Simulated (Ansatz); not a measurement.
Ansatz (a quantum-chemistry and plane-wave program) input (B3LYP-D3(BJ)/def2-TZVP):

Ansatz 0.2 input:
```yaml
crystal:
  periodic: [false, false, false]
  atoms:
    - {symbol: Si, position_ang: [0.11136034, -0.08220749, 1.48821560]}
    - {symbol: I, position_ang: [1.08590198, 1.75680104, -0.18246921]}
    - {symbol: I, position_ang: [-1.11531792, -1.73508585, -0.21064434]}
basis:
  gaussian:
    orbitals: def2-TZVP
hamiltonian:
  xc: b3lyp
  dispersion: d3bj
total_charge: -1
magnetization: {spin_polarized: true, initial_magnetization: 1}
phonons: {temperatures: {t_min: 298.15, t_max: 298.15, t_step: 100}}
```

Output:

```
Functional definition: B3LYP
integrals: 0.06 GiB planned
1083 factors; their error is unknown
mean field: 0.82 GiB planned
mean field evaluation 1: about -24087.7775 eV, gradient 9.5e0 eV
mean field evaluation 2: about -24087.6789 eV, gradient 1.1e1 eV
mean field evaluation 4: about -24088.2015 eV, gradient 4.5e-1 eV
mean field evaluation 8: about -24088.2035 eV, gradient 2.3e-2 eV
mean field evaluation 16: about -24088.6764 eV, gradient 4.3e-5 eV
mean field -24088.67635381 eV, -885.2425281113 hartree, gradient 4.1e-5 eV, S^2 0.755674; 0 other end points of the search recorded, 0 dependent functions left out
the calculation of the forces begins
reference -24088.67656449 eV, -885.2425358536 hartree; 33, 32 occupied and 104, 105 virtual orbitals, 1083 factors
these checks for a lower state are left out or cut short: stability, starts, cluster_reference, orbital_swaps, neighbouring_geometries, increment
integrals: 0.06 GiB planned
1083 factors; their error is unknown
mean field: 0.82 GiB planned
mean field -24088.67635683 eV, -885.2425282221 hartree, gradient 9.6e-7 eV, S^2 0.755672; 0 other end points of the search recorded, 0 dependent functions left out
the calculation of the forces begins
reference -24088.67656752 eV, -885.2425359649 hartree; 33, 32 occupied and 104, 105 virtual orbitals, 1083 factors
these checks for a lower state are left out or cut short: stability, starts, cluster_reference, orbital_swaps, neighbouring_geometries, increment
integrals: 0.06 GiB planned
1083 factors; their error is unknown
mean field: 0.82 GiB planned
mean field evaluation 32: about -24088.6763 eV, gradient 9.5e-7 eV
mean field -24088.67632928 eV, -885.2425272097 hartree, gradient 9.6e-7 eV, S^2 0.755676; 0 other end points of the search recorded, 0 dependent functions left out
the calculation of the forces begins
reference -24088.67653994 eV, -885.2425349516 hartree; 33, 32 occupied and 104, 105 virtual orbitals, 1083 factors
these checks for a lower state are left out or cut short: stability, starts, cluster_reference, orbital_swaps, neighbouring_geometries, increment
integrals: 0.06 GiB planned
1083 factors; their error is unknown
mean field: 0.82 GiB planned
mean field -24088.67648340 eV, -885.2425328734 hartree, gradient 7.1e-7 eV, S^2 0.755673; 0 other end points of the search recorded, 0 dependent functions left out
the calculation of the forces begins
reference -24088.67669410 eV, -885.2425406168 hartree; 33, 32 occupied and 104, 105 virtual orbitals, 1083 factors
these checks for a lower state are left out or cut short: stability, starts, cluster_reference, orbital_swaps, neighbouring_geometries, increment
integrals: 0.06 GiB planned
1083 factors; their error is unknown
mean field: 0.82 GiB planned
mean field -24088.67620511 eV, -885.2425226466 hartree, gradient 7.1e-7 eV, S^2 0.755675; 0 other end points of the search recorded, 0 dependent functions left out
the calculation of the forces begins
reference -24088.67641576 eV, -885.2425303879 hartree; 33, 32 occupied and 104, 105 virtual orbitals, 1083 factors
these checks for a lower state are left out or cut short: stability, starts, cluster_reference, orbital_swaps, neighbouring_geometries, increment
integrals: 0.06 GiB planned
1083 factors; their error is unknown
mean field: 0.82 GiB planned
mean field -24088.67634271 eV, -885.2425277034 hartree, gradient 8.6e-7 eV, S^2 0.755675; 0 other end points of the search recorded, 0 dependent functions left out
the calculation of the forces begins
reference -24088.67655338 eV, -885.2425354454 hartree; 33, 32 occupied and 104, 105 virtual orbitals, 1083 factors
these checks for a lower state are left out or cut short: stability, starts, cluster_reference, orbital_swaps, neighbouring_geometries, increment
integrals: 0.06 GiB planned
1083 factors; their error is unknown
mean field: 0.82 GiB planned
mean field evaluation 64: about -24088.6764 eV, gradient 8.5e-7 eV
mean field -24088.67635821 eV, -885.2425282729 hartree, gradient 8.6e-7 eV, S^2 0.755673; 0 other end points of the search recorded, 0 dependent functions left out
the calculation of the forces begins
reference -24088.67656889 eV, -885.2425360155 hartree; 33, 32 occupied and 104, 105 virtual orbitals, 1083 factors
Total energy: -24088.94581689 eV, -885.2524306966 hartree
Atom 0 at     0.111360    -0.082207     1.488216 Å, force    -0.000013     0.000010    -0.000180 eV/Å
Atom 1 at     1.085902     1.756801    -0.182469 Å, force    -0.000175    -0.000293     0.000088 eV/Å
Atom 2 at    -1.115318    -1.735086    -0.210644 Å, force     0.000188     0.000283     0.000092 eV/Å
Dipole moment:    -0.014120     0.010424    -0.188701 e Å
Vibrations: 62.16 231.91 255.72 cm⁻¹, zero-point energy 0.034083 eV
```
